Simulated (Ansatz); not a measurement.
Reaction (cleavage of the Ge–B bond): `[BH2][GeH2][CH2][SiH3]` + H₂S → `[SiH3][CH2][GeH2][SH]` + BH₃

Computed with Ansatz on PBE0-D4/def2-TZVP structures; ΔE is electronic, products minus reactants. CCSD(T)/CBS adds triple-zeta CCSD(T) − MP2 to the extrapolated MP2 energy (def2 sets, frozen cores). This one scheme is used for every species. Functionals use def2-TZVPP. For Ge outer-core shells are correlated without core-valence functions, which leaves a few kJ/mol of doubt a bond. Scalar relativity is left out up to krypton. One conformer a species, not always the lowest.

`[BH2][GeH2][CH2][SiH3]`:

Z-matrix (Å, degrees):
```
Ge
C 1 1.968
B 1 2.058 2 112.9
H 1 1.549 2 108.9 3 118.8
H 1 1.543 2 108.7 3 -125.5
Si 2 1.866 1 112.2 3 65.5
H 2 1.093 1 109.3 3 -172.1
H 2 1.094 1 107.8 3 -55.4
H 3 1.195 1 120.9 2 22.0
H 3 1.194 1 121.0 2 -160.4
H 6 1.489 2 112.4 1 -173.9
H 6 1.491 2 109.7 1 -53.6
H 6 1.488 2 110.3 1 65.0
```

H₂S:

```xyz
3

S    -0.602    0.030   -0.144
H     0.395    0.927   -0.126
H     0.207   -0.957    0.270
```

`[SiH3][CH2][GeH2][SH]`:

```xyz
12

Si   -1.515    0.292    0.760
C     0.300    0.733    0.596
Ge    1.145    0.022   -1.016
S     0.497   -2.078   -1.393
H    -1.675   -1.123    1.182
H    -2.158    1.163    1.782
H    -2.214    0.495   -0.536
H     0.415    1.821    0.570
H     0.849    0.371    1.470
H     0.666    0.783   -2.262
H     2.680    0.077   -0.907
H     1.010   -2.555   -0.247
```

BH₃:

Cartesian coordinates in Å:
```
B 0.000 0.000 0.000
H -0.875 -0.541 -0.606
H -0.256 0.894 0.748
H 1.131 -0.353 -0.142
```

```
         level  ΔE (kJ/mol)
       PBE0-D4        -55.4
 HF/def2-QZVPP        -67.3
 MP2/CBS(def2)        -64.3
CCSD/CBS(def2)        -54.7
```

Q: What does CCSD(T)/CBS give? (Best estimate.)

A: The calculation gave: -55.4 kJ/mol. The listed levels differ from it by 0.0, -11.9, -8.9, 0.7 kJ/mol.

Largest T1 diagnostic among the species: 0.011.

The D4 term adds −4.6 kJ/mol with B3LYP and −2.5 kJ/mol with PBE0; it sums over pairs of atoms, weighted by their polarisabilities, and B3LYP, whose exchange is more repulsive, gets the larger term. From PBE to PBE0 (25 % exact exchange), in def2-TZVPP and without D4, ΔE moves by −4.4 kJ/mol.

B3LYP here is the variant with VWN-RPA as its local correlation; programs differ in this.
